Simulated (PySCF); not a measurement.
Bromine: a sound run and one with changed settings

Sound run: Br [Ar] 3d10 4s2 4p5, Br⁺ [Ar] 3d10 4s2 4p4. Computed with PySCF 2.14 in cc-pVDZ-DK (5s4p2d, 27 functions), with scalar relativity by spin-free X2C-1e. The sound run starts from symmetry-adapted Hartree-Fock orbitals and uses a fine grid where one is needed.

Changed run: radial step 0.8 in ln r (0.13 in the sound run). This setting is unsound on purpose.

```json
{"species": "Br", "method": "UHF", "sound run (hartree)": "-2604.29841", "changed run (hartree)": "-2604.29841", "converged": "yes"}
{"species": "Br", "method": "r2SCAN", "sound run (hartree)": "-2606.07932", "changed run (hartree)": "-2605.84713", "converged": "yes"}
{"species": "Br", "method": "M06-L", "sound run (hartree)": "-2605.99969", "changed run (hartree)": "-2605.41118", "converged": "yes"}
{"species": "Br⁺", "method": "UHF", "sound run (hartree)": "-2603.90303", "changed run (hartree)": "-2603.90303", "converged": "yes"}
{"species": "Br⁺", "method": "r2SCAN", "sound run (hartree)": "-2605.64272", "changed run (hartree)": "-2605.39729", "converged": "yes"}
{"species": "Br⁺", "method": "M06-L", "sound run (hartree)": "-2605.56763", "changed run (hartree)": "-2604.97811", "converged": "yes"}
```

Ionisation energy of Br:

```json
{"method": "UHF", "sound run (eV)": "10.759", "changed run (eV)": "10.759"}
{"method": "r2SCAN", "sound run (eV)": "11.880", "changed run (eV)": "12.241"}
{"method": "M06-L", "sound run (eV)": "11.757", "changed run (eV)": "11.784"}
```

A coarse radial grid mis-integrates the density and the exchange-correlation energy, with errors of either sign; Hartree-Fock needs no grid.

For comparison, NIST gives 11.814 eV between the lowest levels.
